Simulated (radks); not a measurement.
Question: Species: Rh IV. Configuration: [Kr] 4d5.5 5p0.5 (fractional occupations, a model configuration). Calculated with a radial shooting solver on a logarithmic mesh with Libxc functionals: Dirac Kohn-Sham, PBE, spin-unpolarised, spherical densities, finite nucleus; open shells are shared between the two j in proportion to 2j + 1; Fermi nuclear charge, rms radius 4.4945 fm.

Spin-orbit splittings of the eigenvalues, e(l+1/2) - e(l-1/2), with zeta = 2 splitting/(2l+1) and mean radii in bohr:

| shell | occ. | splitting (eV) | zeta (eV) | <r> j=l-1/2 | <r> j=l+1/2 |
|---|---|---|---|---|---|
| 2p | 6 | 144.6 | 96.41 | 0.1203 | 0.1252 |
| 3p | 6 | 24.89 | 16.59 | 0.3830 | 0.3937 |
| 3d | 10 | ? | ? | 0.3682 | 0.3717 |
| 4p | 6 | 4.055 | 2.703 | 1.040 | 1.068 |
| 4d | 5.5 | 0.5089 | 0.2035 | 1.338 | 1.351 |
| 5p | 0.5 | 0.5580 | 0.3720 | 2.784 | 2.844 |

Estimate the 3d splitting.

Answer: 4.910 eV (zeta = 1.964 eV).
